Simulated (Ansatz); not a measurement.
`[SiH3][N]([SiH3])[GeH]` + H–F → `[F][GeH]` + `[SiH3]N[SiH3]` at 500 K and 1 bar (ligand exchange at a Ge–N bond).

Isolated molecules relaxed with PBE0-D4/def2-TZVP in Ansatz; ΔE leaves out vibrations. CBS: MP2 limit from def2 TZ/QZ plus the TZ coupled-cluster correction, frozen cores. This one scheme is used for every species. For Ge outer-core shells are correlated without core-valence functions, which leaves a few kJ/mol of doubt a bond. Scalar relativity is left out up to krypton.

```csv
species,CCSD(T)/CBS energy (Eh),H − E (kJ/mol),S (J/(mol·K))
`[SiH3][N]([SiH3])[GeH]`,-2713.20588,217.4,436.2
H–F,-100.39570,39.4,188.7
`[F][GeH]`,-2176.50038,39.0,274.7
`[SiH3]N[SiH3]`,-637.10515,216.0,394.7
```

H − E and S are ideal-gas, rigid-rotor, harmonic terms from PBE0-D4/def2-TZVP. 1 Eh = 2625.50 kJ/mol, R = 8.31446 J/(mol·K).

**Question.** By hand: ΔE, ΔH, ΔS and ΔG.

**Answer.** ΔE = (-2176.50038) + (-637.10515) − (-2713.20588) − (-100.39570) = -0.00395 Eh = -10.4 kJ/mol. Δ(H − E) = 39.0 + 216.0 − 217.4 − 39.4 = -1.8, so ΔH = -12.2 kJ/mol. ΔS = 274.7 + 394.7 − 436.2 − 188.7 = 44.5 J/(mol·K). ΔG = -12.2 − 500 × (44.5)/1000 = -34.5 kJ/mol.

**Question.** By hand: the equilibrium constant, and the temperature at which ΔG would vanish if ΔH and ΔS stayed fixed.

**Answer.** log₁₀ K = −ΔG/(RT ln 10) = 3.6. ΔH and −TΔS have one sign here, so there is no such temperature.

TΔS isn't small against ΔH here. A doubt of 5 kJ/mol in ΔE shifts log₁₀ K by 0.5 here. Modes under 60 cm⁻¹, often nearly free rotors, make the harmonic entropy too high. These are equilibria of isolated gas molecules and say nothing of rates. Largest T1 diagnostic: 0.014 (customary marks: 0.02 for closed shells, 0.045 for open ones).
